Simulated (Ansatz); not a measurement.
Ga(H2S)H3 (GaH5S). Total charge 0; triplet. Geometry PBE0-D4/def2-TZVP, that of the neutral singlet; atoms count from 1.

```
atom   x (Å)   y (Å)   z (Å)
 Ga1  -1.089  -0.224   0.186
  S2   1.505  -0.133   0.171
  H3   1.678  -0.151  -1.161
  H4   1.638   1.202   0.234
  H5  -1.169  -1.739  -0.233
  H6  -1.341   0.884  -0.905
  H7  -1.223   0.160   1.708
```

At PBE0-D4/def2-TZVP a singlet of charge 0 lies 6.07 eV below the triplet at the same geometry.

**Question.** Estimate the Mulliken populations from the PBE0/def2-TZVP orbitals of Ansatz.

**Answer.** 
| atom | charge (e) | spin (α − β) |
| --- | --- | --- |
| Ga1 | -0.43 | 1.18 |
| S2 | -0.13 | 0.01 |
| H3 | 0.17 | 0.03 |
| H4 | 0.18 | 0.03 |
| H5 | 0.00 | 0.10 |
| H6 | 0.20 | 0.55 |
| H7 | 0.00 | 0.10 |
Mulliken values depend strongly on the basis.

**Question.** Where does the spin sit?

**Answer.** Summed by element: Ga 1.18, S 0.01, H 0.81, of 2 unpaired in all. Largest on single atoms: Ga1 1.18, H6 0.55, H5 0.10.
